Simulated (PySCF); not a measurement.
**C₆ coefficients of unlike pairs at UHF**

Calculated with PySCF 2.14 from the dipole response of each species, C₆(A,B) = (3/π) ∫ α_A(iu) α_B(iu) du, in atomic units, from isotropic polarisabilities. For ions this is the dispersion term alone; charge-induced terms of lower order in 1/R come first.

| species | configuration | basis | relativity | α (bohr³) | C₆ (like pair) |
| --- | --- | --- | --- | --- | --- |
| Hg | [Xe] 4f14 5d10 6s2 (1S) | def2-QZVPPD with the def2 core potential (60 electrons) (7s5p4d4f2g) | core potential | 44.56 | 439.4 |
| Sb | [Kr] 4d10 5s2 5p3 (4S) | aug-cc-pVTZ-PP with ECP28MDF (6s5p4d2f) | core potential | 44.27 | 482.2 |
| Ni | [Ar] 3d8 4s2 (3F) | def2-QZVPPD (11s6p5d4f2g) | none | 65.28 | 576.7 |
| Se²⁺ | [Ar] 3d10 4s2 4p2 (3P) | aug-cc-pVTZ-PP with one added diffuse shell each of s, d, f type with ECP10MDF (7s5p5d3f) | core potential | 9.578 | 44.16 |

(1) Estimate C₆ for Se²⁺ with Sb.

No spin-orbit coupling is included.

The other pairs:

```
    pair     C₆
  Sb, Hg  458.2
  Ni, Sb  508.5
Se²⁺, Ni  137.2
Se²⁺, Hg  133.8
  Ni, Hg  486.5
```

Results:

(1) The integral gives 139.6. The combination rule 2 C_A C_B / (C_A α_B/α_A + C_B α_A/α_B) gives 138.1 and the geometric mean 145.9.
